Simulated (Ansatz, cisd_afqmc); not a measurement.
System: Te₂, charge 0, triplet. Te2 (SMILES [Te]=[Te], triplet).
B3LYP-D3(BJ)/def2-TZVP minimum from Ansatz (a quantum-chemistry and plane-wave program):
```
Te
Te 1 2.5746
```
Charge 0, spin multiplicity 3.

Total energies in def2-SVP, 12 correlated electrons, 18 frozen orbitals. Open shells are spin-unrestricted; no spin-orbit coupling. Cores are frozen in correlated methods (noble-gas shells, and filled d and f shells in the p block). Past Kr the def2 sets carry scalar-relativistic core potentials. AFQMC is phaseless with a CISD trial state; ± is one standard error, without the phaseless bias. Outlying blocks are dropped, and bars are widened where a walk drifts. Over all cases where full CI ran beside it in this data, AFQMC minus full CI had a median of +0.1 mEh and passed +0.4 mEh in a tenth of the cases. Spin-orbit terms, left out, reach several kcal/mol for Br and I, and more for heavier atoms. The UHF reference of Te2 ([Te]=[Te], triplet) is spin-contaminated (<S^2> up to 0.06 over the pure value in the sets run). The determinant of Te2 ([Te]=[Te], triplet) is a saddle point of the SCF energy; a lower one exists, which strains HF and MP2.

```json
[
 {"method": "HF", "program": "Ansatz", "energy (Eh)": "-534.02252", "minus CCSDTQ (mEh)": "204.87"},
 {"method": "MP2", "program": "Ansatz", "energy (Eh)": "-534.20104", "minus CCSDTQ (mEh)": "26.36"},
 {"method": "CCSD", "program": "Ansatz", "energy (Eh)": "-534.21738", "minus CCSDTQ (mEh)": "10.02"},
 {"method": "CCSD(T)", "program": "Ansatz", "energy (Eh)": "-534.22563", "minus CCSDTQ (mEh)": "1.76"},
 {"method": "CCSDT(Q)", "program": "Ansatz", "energy (Eh)": "-534.22740", "minus CCSDTQ (mEh)": "0.00"},
 {"method": "CCSDTQ", "program": "Ansatz", "energy (Eh)": "-534.22739", "minus CCSDTQ (mEh)": "0.00"},
 {"method": "AFQMC/CISD", "program": "cisd_afqmc", "energy (Eh)": "-534.2257 ± 0.0004", "minus CCSDTQ (mEh)": "1.7 ± 0.4"}
]
```

Rough core times of Ansatz's runs on a shared machine: CCSD(T) under 20 s, CCSDT(Q) 40 s, CCSDTQ 30 min.
